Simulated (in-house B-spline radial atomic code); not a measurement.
Co²⁰⁺. Computed with a B-spline radial atomic code. Model: all-electron spherical atom, spin shells full or empty, radial basis limit, no spin-orbit coupling: exact exchange with a local potential (Slater, KLI or optimised effective potential, whose far tail is KLI's), no correlation.

Exchange potential has not reached -1/r at the last radius.

The run also made RPA and GW results, which its time includes.

The Slater potential averages the orbital exchange potentials with the orbital densities as weights, KLI adds orbital constants, and the optimised effective potential minimises the exact-exchange energy among local potentials. So their energies lie above Hartree-Fock in the order OEP, KLI, Slater. All fall off as −1/r, unlike LDA and GGA exchange.

Command:
```bash
python run_gw.py task.json out
```
Settings (lengths in bohr, energies in hartree):
```
Z                      27
electrons              7
configuration          [He] 2s2 2p3
hamiltonian            nr
method                 oep
lmax                   9
spin_polarised         True
box_radius             4.08
intervals              63
```

Run time, properties included: 2.5 s on 1 thread of Arm Neoverse N1 (shared host).

Given: hamiltonian non-relativistic; mean-field start exchange-only OEP.

Computed: energy above Hartree-Fock 1.411 millihartree; virial ratio -E/T less 1 0.

| radius (bohr) | r times exchange potential up (hartree bohr) | r times exchange potential down (hartree bohr) |
| --- | --- | --- |
| 0.00185 | -0.043397 | -0.043369 |
| 0.00218 | -0.051105 | -0.051066 |
| 0.00257 | -0.060197 | -0.060144 |
| 0.00303 | -0.070884 | -0.070811 |
| 0.00358 | -0.083607 | -0.083504 |
| 0.00422 | -0.098324 | -0.098184 |
| 0.00497 | -0.11544 | -0.11523 |
| 0.00586 | -0.13552 | -0.13525 |
| 0.00691 | -0.15888 | -0.15848 |
| 0.00815 | -0.18593 | -0.18538 |
| 0.00961 | -0.21695 | -0.21616 |
| 0.0113 | -0.25165 | -0.25057 |
| 0.0134 | -0.29283 | -0.29127 |
| 0.0157 | -0.3353 | -0.33316 |
| 0.0186 | ? | ? |
| 0.0219 | -0.43555 | -0.43158 |
| 0.0258 | -0.4879 | -0.48285 |
| 0.0304 | ? | ? |
| 0.0358 | -0.58601 | -0.58015 |
| 0.0423 | -0.62411 | -0.62087 |
| 0.0498 | -0.64595 | -0.65043 |
| 0.0587 | -0.64734 | -0.66483 |
| 0.0693 | -0.63312 | -0.65553 |
| 0.0816 | -0.63577 | -0.60606 |
| 0.0963 | -0.70489 | -0.49487 |
| 0.113 | -0.83742 | -0.41307 |
| 0.134 | -0.99873 | -0.52601 |
| 0.158 | -1.1392 | -0.69233 |
| 0.186 | -1.253 | -0.79547 |
| 0.219 | -1.3345 | -0.86476 |
| 0.258 | -1.3756 | -0.91888 |
| 0.305 | -1.374 | -0.95832 |
| 0.359 | -1.3381 | -0.98202 |
| 0.424 | -1.2811 | -0.99381 |
| 0.499 | -1.2196 | -0.99833 |
| 0.589 | -1.1607 | -0.9997 |
| 0.694 | -1.1059 | -0.99988 |

(1) What belongs in the row 0.0186?

(2) What belongs in the row 0.0304?

```
occupied  level (hartree)  Hartree-Fock level (hartree)
   1s up           -316.5                        -321.4
 1s down          -316.03                       -320.32
   2s up                ?                             ?
 2s down          -64.895                       -64.895
   2p up          -63.632                       -63.631
```

(3) What belongs in the row 2s up?

```tsv
empty	level (hartree)
2p down	-61.536
3s up	-27.597
3s down	?
3p up	-26.623
3p down	-26.057
3d up	-25.591
3d down	-24.838
4s up	-14.966
4s down	-14.829
4p up	?
4p down	-14.41
4d up	-14.154
4d down	-13.944
4f up	-13.934
```

(4) What belongs in the row 3s down?

(5) What belongs in the row 4p up?

Answers

(1) r times exchange potential up (hartree bohr): -0.38481; r times exchange potential down (hartree bohr): -0.38186.

(2) r times exchange potential up (hartree bohr): -0.53929; r times exchange potential down (hartree bohr): -0.53328.

(3) level (hartree): -66.753; Hartree-Fock level (hartree): -67.152.

(4) level (hartree): -27.076.

(5) level (hartree): -14.561.

The highest level, 2p up, differs from Hartree-Fock by -0.018 eV and the deepest, 1s up, by +133 eV: a local potential can match the highest level but can't give each shell its own exchange.
